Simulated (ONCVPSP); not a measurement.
## PBE ONCV dataset for Cr, scalar-relativistic all-electron reference.

chromium, optimised norm-conserving Vanderbilt (ONCV), made with ONCVPSP 4.0.1 (PBE, scalar-relativistic). Core [Ne], reference 3s2 3p6 3d5 4s1. Waves: 3s+4s: rc 1.75 bohr, ncon 3, nbas 7, qcut 7.9 1/bohr, 2 projectors; 3p: rc 0.85 bohr, ncon 4, nbas 7, qcut 11.2 1/bohr, 2 projectors, debl 2.1 Ha; 3d: rc 1.65 bohr, ncon 4, nbas 9, qcut 10.5 1/bohr, 2 projectors, debl 3.7 Ha; f scattering state at 0.41 Ha: rc 1.70 bohr, ncon 4, nbas 8, qcut 6.5 1/bohr, 2 projectors, debl 2.5 Ha. Local part: polynomial inside 0.55 bohr (lpopt 5, dvloc0 3 Ha). Core correction: polynomial model core, fcfact 0.65.

All-electron outer shells of the reference configuration (PBE, scalar-relativistic, ld1.x):

| shell | level (eV) | outermost node (bohr) | outermost maximum (bohr) |
| --- | --- | --- | --- |
| 2p | -560.70 | – | 0.20 |
| 3s | -73.99 | 0.36 | 0.78 |
| 3p | -45.44 | 0.33 | 0.80 |
| 4s | -4.01 | 1.12 | 2.74 |
| 3d | -2.91 | – | 0.84 |

Task: Does the generator finish with these settings?

Result: Yes, a potential is produced and its reference levels are reproduced.

Task: Estimate the cutoffs (Ha) at which the residual kinetic energy of the hardest occupied pseudo-wave falls to 1 and 0.1 mHa per electron.

Result: 52 Ha and 70 Ha.

Task: Does the potential have ghost states?

Result: No bound ghost flagged; GHOST(+) flagged for f at 23.7 eV, s at 91.6 eV.

Task: Which valence shell sets the plane-wave cutoff?

Result: 3p: 52 Ha for 1 mHa per electron, against 38 Ha for 3d.

Its largest configuration-test error is +2.8 meV (3s2 3p6 3d4 4s0). 2 of 4 tests not solved or not reliable.
